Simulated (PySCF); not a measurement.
**Peak assignment**

Bonds (- single, = double, # triple, : aromatic): C1-C2, C2-C3, C3#N4, C2=N5, N5-Si6, Si6-C7, C7-C8, C8=O9. C1 carries H10, H11, H12; Si6 carries H13, H14; C7 carries H15, H16; C8 carries H17. Stereochemistry as in C/C(C#N)=N/[SiH2]CC=O.

[PySCF: structure optimised with GFN2-xTB; shieldings: GIAO PBE0/pcSseg-1; rapidly exchanging positions averaged; no solvent; one conformer; non-relativistic]

Shifts are taken against calculated references (same method and geometry level): ¹³C and ¹H vs TMS.

Task: Assign these signals to the numbered atoms. ¹³C{¹H} NMR (computed): δ 201.4 (CH), 158.6 (C), 115.7 (C), 40.4 (CH2), 35.6 (CH3).

Result: 
201.4 → C8, aldehyde carbonyl carbon: the double bond to the heteroatom, with no lone-pair donor beside it, deshields it most
158.6 → C2, C=N carbon
115.7 → C3, nitrile carbon: this is the usual window of a C≡N carbon, which has no attached hydrogen
40.4 → C7, sp3 CH2 bonded to Si, α to a carbonyl: α to the electron-withdrawing carbonyl group
35.6 → C1, methyl carbon: a saturated carbon with 1 carbon neighbour and no heteroatom attached

Task: Assign these signals to the numbered atoms. ¹H NMR (600 MHz, computed): δ 10.09 (t, 1H), 5.27 (t, 2H), 2.69 (m, 2H), 2.54 (s, 3H).

Result: 
```tsv
δ (ppm)	atoms	environment	reason
10.09	H17	hydrogen on an aldehyde carbonyl carbon	the C=O anisotropy and electron withdrawal place aldehyde protons far downfield
5.27	H13/H14	hydrogen on a silicon bonded to C, N	–
2.69	H15/H16	hydrogen on an sp3 CH2 bonded to Si, α to a carbonyl	α to C=O
2.54	H10/H11/H12	hydrogen on a methyl carbon	–
```

Shifts are as computed. Against solution values, carbons near 30 ppm lie about +3 ppm off and those near 130 ppm about +5 ppm. Of 1309 compounds with measured shifts, 239 miss one by over three times the rms of a fit or turn the order of signals round; such compounds aren't used in these exercises. No couplings were computed; multiplicities are counted from neighbouring protons, with m where these are inequivalent, close in shift, in a saturated or five-membered ring or joined by F or P, and br s for small geminal =CH2 splittings.
